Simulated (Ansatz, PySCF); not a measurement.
Gas-phase reaction in SMILES: C[Si](F)(F)Cl + 3 [SiH4] (SiH4) → C[SiH3] [methylsilane] + 2 F[SiH3] [fluorosilane] + [SiH3]Cl
Structures are relaxed separately at B3LYP-D3(BJ)/def2-TZVP in Ansatz (a program for electronic structure). Frequencies are from Ansatz or PySCF.

Wanted: bond separation energy (enthalpy at 298 K, with B3LYP-D3(BJ) rigid-rotor harmonic-oscillator terms), in kJ/mol. Valence correlation only, unless marked. No spin-orbit coupling. No relativistic terms. CBS(X,Y): correlation extrapolated as X^-3; Hartree-Fock from the larger set. The bracket is a focal-point correction in the basis named.

```
level                                                                 program  bond separation energy (kJ/mol)  minus last row
-------------------------------------------------------------  --------------  -------------------------------  --------------
HF/cc-pV(D+d)Z                                                         Ansatz                             55.2            -8.9
HF/cc-pV(T+d)Z                                                         Ansatz                             55.6            -8.5
PBE-D4/def2-TZVPD                                              Ansatz + dftd4                             70.2             6.1
revPBE-D3(BJ)/def2-TZVPD                                       Ansatz + dftd3                             64.7             0.6
PBE0/def2-TZVPD                                                        Ansatz                             65.8             1.7
BHLYP-D4/def2-TZVPD                                            Ansatz + dftd4                             64.3             0.2
M06-2X/def2-TZVPD                                                       PySCF                             61.6            -2.5
HSE06/def2-TZVPD                                                       Ansatz                             65.8             1.7
LC-wPBE-D4/def2-TZVPD                                          Ansatz + dftd4                             69.9             5.8
wB97M-V/def2-TZVPD                                                     Ansatz                             68.3             4.2
MP2/cc-pVTZ                                                            Ansatz                             64.8             0.7
RI-MP2/cc-pV(Q+d)Z                                                     Ansatz                             61.0            -3.1
CCSD/6-31G*                                                            Ansatz                             86.5            22.4
CCSD(T)/cc-pVTZ                                                        Ansatz                             69.0             4.9
RI-MP2/CBS(cc-pV(T+d)Z,cc-pV(Q+d)Z)+[CCSD(T)-MP2]/cc-pV(T+d)Z          Ansatz                             64.1             0.0
```
